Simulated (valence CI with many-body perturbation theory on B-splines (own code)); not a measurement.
The numbers below are computed, except where a source is named.
## Rh XXXII: what the settings do

Method: configuration interaction combined with many-body perturbation theory (CI+MBPT): four valence electrons over a frozen Dirac-Fock core [Ne], radial functions for each j: 6 s, 6 p, 5 d, 3 f, 1 g, with the one-electron correlation potential Σ1, the two-electron term Σ2, the three-electron term Σ3, Breit, model QED; selected CI, second order for the rest, scaled by the run's own slope (own B-spline code, finite nucleus).

The last digits are not significant, and no measured levels were compared; by estimate large intervals hold to a few tenths of a per cent, small ones and those within an open d or f shell to about a per cent.

The reference run has the lowest level (3s^2 3p1/2^2) J=0 and an ionisation energy of 1849.29 eV. Its largest variational space holds 10000 state functions.

Levels are named by their leading jj configuration (3d3/2^4 stands for four electrons in 3d with j = 3/2), which in mixed levels can hold well under half, so a name can repeat and another be missing. Letters in brackets count levels of one name in rising energy.

Changed runs:
A. scale of Σ1 1 → 0
B. size limit of the variational space 10000 → 3000; screening of Σ1 on → off
C. Davidson tolerance 2e-05 → 0.0003
D. start configuration 3s2 3p2 → 3s2 4p2 (bad on purpose)

Excitation energies of the reference run in cm⁻¹, and shifts in cm⁻¹:

```csv
Level,Reference,A,B,C
(3s^2 3p1/2 3p3/2) J=1,233647,-402,+2.6,0
(3s^2 3p1/2 3p3/2) J=2,273347,-415,+1.7,0
(3s^2 3p3/2^2) J=2,536242,-813,+3.4,0
(3s^2 3p3/2^2) J=0,627161,-817,+5.7,0
(3s 3p1/2^2 3p3/2) J=2,840774,+1046,-23,0
(3s 3p1/2^2 3p3/2) J=1,970856,+1026,-19,0
(3s 3p1/2 3p3/2^2) J=2 [a],1063190,+715,-17,0
(3s 3p1/2 3p3/2^2) J=3,1127540,+660,-18,0
(3s^2 3p1/2 3d3/2) J=2,1149900,+911,+15,0
(3s 3p1/2 3p3/2^2) J=0,1215340,+672,-15,0
(3s 3p1/2 3p3/2^2) J=1 [a],1238600,+674,-15,0
(3s 3p1/2 3p3/2^2) J=2 [b],1272380,+672,+0.2,0
Ionisation energy (eV),1849.29,-0.92,+0.0098,0
```

No effect on these energies: C.

Run D: It gave no result: the start configuration must fill the lowest shells above the core. The program said: "4p is not the lowest shell of its kind above the core".
